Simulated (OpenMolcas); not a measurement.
## Ti2+: moving the ligands

Ti2+ with 4 ligands (chloride) in tetrahedral coordination (Td) at 2.49 Å. A charge of +0.5 e stands 2.6 Å behind each ligand. Ligand basis ANO-RCC-VDZP.

* Program: OpenMolcas 26.06
* Method: SS-CASPT2, IPEA 0.25 Eh, imaginary shift 0.1 Eh (closed shells correlated: 3s 3p and the ligand valence shells)
* Basis: ANO-RCC-VDZP [5s4p2d1f]
* Scalar Hamiltonian: DKH2, point nucleus
* Active space: 2 electrons in 5 orbitals (3d)
* State averaging: 2S+1 = 3 even, 10 roots; 2S+1 = 1 even, 15 roots
* Spin-orbit coupling: state interaction with AMFI integrals over the reference wave functions

Runs around this geometry, states (labels of Td). Energies in cm-1 above the lowest state or level, χT in cm3 K/mol.

```
R (Å)  Ground state  First state of that spin  First gap with spin-orbit (degeneracies)  χT at 300 K  First state of another spin
 2.46           3A2                  3T2 2210                               2180 (3, 1)        1.052                      1E 8100
 2.49           3A2                  3T2 2270                               2240 (3, 1)        1.051                      1E 8130
 2.58           3A2                  3T2 1860                               1830 (3, 1)        1.065                      1E 8110
```

Roots that are degenerate in the reference are averaged as groups; the widest CASPT2 spread within a group is 610 cm-1 (the 3-fold group of multiplicity 3 near 1860 cm-1 above the lowest state of its run, R = 2.58). Shifts and gaps below about the spread of the groups concerned are not significant. Over all roots computed the reference weight is 0.73 to 0.75 in R = 2.46, 0.73 to 0.75 in R = 2.49, 0.73 to 0.75 in R = 2.58; a low but even weight reflects the number of correlated electrons. Ligand-to-metal charge-transfer states are missing. These CASPT2 states fit no ligand-field parameters well, so their order and spin gaps are uncertain. With no ligand orbital active B as a rule stays too high, so bands that hang on it stand too high and its fall with covalency is understated. With one d shell and no ligand orbital active, 10Dq can be off by tens of per cent for divalent 3d ions, low with halides held by bare charges and at times high in hosts. Free-ion shares, where given, are those of the reference states; single-state CASPT2 does not remix them (holds for R = 2.49; R = 2.58). No measured value stands beside these numbers; the geometry is a model, was not optimised and need not be the one that this ion takes.
